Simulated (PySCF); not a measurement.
Gas-phase reaction: 3 GeCl₃ + 3 Cl + GeH₄ = 4 GeHCl₃, at 500 K and a standard pressure of 1 bar. Level: ωB97M-V/def2-TZVP†.

Computed with PySCF and rigid-rotor harmonic-oscillator thermochemistry at 1 bar. † marks an energy on the PBE0/def2-TZVP geometry and frequencies. Open shells (unrestricted): GeCl₃ (multiplicity 2), Cl (multiplicity 2, electronic degeneracy 6); the rest are closed-shell singlets. Spin-orbit splitting is ignored; it lowers the true energy and changes the entropy of Cl. Ge: all electrons, no relativistic terms. GeCl₃: computed as isolated molecules; such fragments, hydroxides, amides, oligomers or adducts are transient or little studied in the gas. The harmonic model lacks anharmonicity and excited electronic states, which grow with temperature; levels with a mode under 35 cm⁻¹ are left out.

| species | E (Ha) | H(500 K) − E (kJ/mol) | S°(500 K) (J/mol/K) |
|---|---|---|---|
| GeCl₃ | -3457.56932 | 43.2 | 376.4 |
| Cl | -460.12517 | 10.4 | 179.0 |
| GeH₄ | -2079.25054 | 99.3 | 244.6 |
| GeHCl₃ | -3458.19655 | 67.7 | 374.6 |
E: electronic energy; H − E holds the zero-point and thermal terms. 1 Ha = 2625.5 kJ/mol.

### Question
Work out ΔH°, ΔS°, ΔG° and log10 K from these numbers.

### Answer
1. ΔE = 4×(-3458.19655) − 3×(-3457.56932) − 3×(-460.12517) − 1×(-2079.25054) = -0.45219 Ha = -1187.2 kJ.
2. Δ(H − E) = 4×(67.7) − 3×(43.2) − 3×(10.4) − 1×(99.3) = 10.7 kJ, so ΔH° = -1176.5 kJ.
3. ΔS° = 4×(374.6) − 3×(376.4) − 3×(179.0) − 1×(244.6) = -412.4 J/K; the number of gas molecules changes by -3.
4. ΔG° = ΔH° − TΔS° = -1176.5 − 500×(-412.4)/1000 = -970.3 kJ.
5. log10 K = −ΔG°/(RT ln 10) = 101.39, with RT ln 10 = 9.57 kJ/mol; at standard pressures the products are favoured.
6. A shift of 10 kJ in ΔE would move log10 K by 1.04 here.
For scale, ΔH°(298 K) is -1177 kJ at this level, -1194 kJ at ωB97X-V/def2-TZVP†, and runs from -1304 to -832 kJ over the 19 levels computed.
